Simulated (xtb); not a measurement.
xtb input (GFN2-xTB):

```bash
xtb mol.xyz --gfn 2 --ohess tight --chrg -1 --uhf 0
```
mol.xyz:
```
6

Si    -0.36222270    -0.14026715     0.10842429
F     -0.52726876    -1.26678133    -1.13076178
F     -1.14571257    -0.69655284     1.50337274
F     -1.07201390     1.36459443    -0.38218295
N      1.33694971     0.15766849     0.43973648
H      1.78226954     0.47436663    -0.51736629
```

End of the output:

```
           -------------------------------------------------
          | TOTAL ENERGY              -19.764137507934 Eh   |
          | TOTAL ENTHALPY            -19.736080216243 Eh   |
          | TOTAL FREE ENERGY         -19.772695737716 Eh   |
          | GRADIENT NORM               0.000309037066 Eh/α |
          | HOMO-LUMO GAP               6.723988241628 eV   |
           -------------------------------------------------

------------------------------------------------------------------------
Note: The following floating-point exceptions are signalling: IEEE_DENORMAL
normal termination of xtb
------------------------------------------------------------------------
 total:
 SCF:
 ANC optimizer:
 analytical hessian:
```

It need not be the lowest isomer of its formula. Whether it binds its extra electron was not tested at this geometry.
